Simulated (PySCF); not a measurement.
MNF across the 4d metals

Level: PBE0, basis family def2-TZVP, scalar-relativistic core potentials from Rb on and no relativity for lighter atoms.

Each entry is the lowest minimum that a search over a few typed start shapes (and spin states, where more than one is plausible) found, or that minimum re-optimised at the stated level; isomers with ligand–ligand bonds, or fragments after loss of a ligand pair, can lie lower. Open shells are unrestricted; no spin–orbit coupling; PySCF with density fitting.

Problem. Order by mean bond length to the first atom of the formula (for M2X and M3X the non-metal), shortest first (Å).
A. FTcN
B. FRuN
C. FMoN
D. FZrN
E. FPdN

Solution. B (1.731), A (1.747), C (1.760), E (1.802), D (1.828).

Problem. Give point groups and multiplicities.

Solution. FZrN Cs singlet, FMoN Cs triplet, FTcN Cs quartet, FRuN Cs singlet, FPdN Cs triplet.

Left out of the table are members whose search was unfinished or whose lowest solution was spin-contaminated, unstable, very soft or bonded differently.

Open d and f shells are single-determinant solutions and may miss the true ground state.
